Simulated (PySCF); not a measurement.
## A search over the determinants of BeF

Unrestricted PBE0; Be STO-3G, F STO-3G; no relativity (PySCF 2.14). Outer shells of the fragments: Be 2s2; F 2s2 2p5.

Followed along the bond (rough minima from three points):

```csv
2Ms+1,unpaired,⟨S²⟩ at the start,R at minimum (Å),Te (eV)
2,σ ↑,0.76,1.32,0.00
4,"σ ↑, π ↑↑",3.75,none in the scan,≤ 7.49
```

Solutions found at the starting distance of 1.575 Å, counted from the lowest of them; the search is not exhaustive and high or unbound solutions are not listed, so other states can lie among these:

```tsv
2Ms+1	unpaired	term	E (eV)	⟨S²⟩	⟨Lz²⟩	μ (D)
2	σ ↑	²Σ⁺	0.00	0.76	0.00	-0.14
2	π ↑	²Π	4.28	0.78	1.00	-2.45
2	π ↑	²Π	5.52	0.75	1.00	4.23
4	σ ↑, π ↑↑	mixed	6.67	3.75	2.00	3.09
4	σ ↑, π ↑↑	mixed	6.87	3.75	2.00	3.04
4	σ ↑↑, π ↑	⁴Π	8.15	3.75	1.00	3.04
```

A term symbol is given only where ⟨S²⟩ and ⟨Lz²⟩ are close to those of a pure state; real π, δ and φ orbitals otherwise mix terms. A positive dipole means Be(−)F(+).

Counting both spins, an empty level lies below a filled one in some of these solutions, because spin and occupation are held. STO-3G is very small, so such numbers show the basis as much as the molecule.
